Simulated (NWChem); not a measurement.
## Correlation energy of H₂B

```
B
H 1 1.2050
H 1 1.2050 2 129.14
```
Charge 0, spin multiplicity 2.

The numbers come from NWChem runs, not from measurements. The geometry was optimised at UPBE0/def2-SVP, a minimum by its harmonic frequencies.

Basis set: def2-SVP. Each correlation energy counts from its own Hartree-Fock reference.

The correlated methods keep 1 core orbital frozen. The structure started from a generated list of species. The unpaired electrons of the parent sit in orbitals of symmetry a1 (C2v labels of the run); other states weren't searched. No SCF solution was tested for a lower state. Open-shell Hartree-Fock references start from PBE0 orbitals. No row is a measurement; the coupled-cluster row has its own basis-set and correlation limits.

| method | correlation energy (mHa) |
|---|---|
| UMP2 | -66.6 |
| SCS-UMP2 | ___ |
| CCSD on UHF | ___ |
| CCSD[T] on UHF | -86.7 |
| CCSD(T) on UHF | -86.7 |
| CCSD on ROHF | -86.6 |
| CCSD[T] on ROHF | -87.9 |
| CCSD(T) on ROHF | -87.9 |
| CCSDT on ROHF | ___ |

Question: What belongs in the gaps?

Answer: 
- SCS-UMP2, correlation energy (mHa): -73.4
- CCSD on UHF, correlation energy (mHa): -85.5
- CCSDT on ROHF, correlation energy (mHa): -88.2
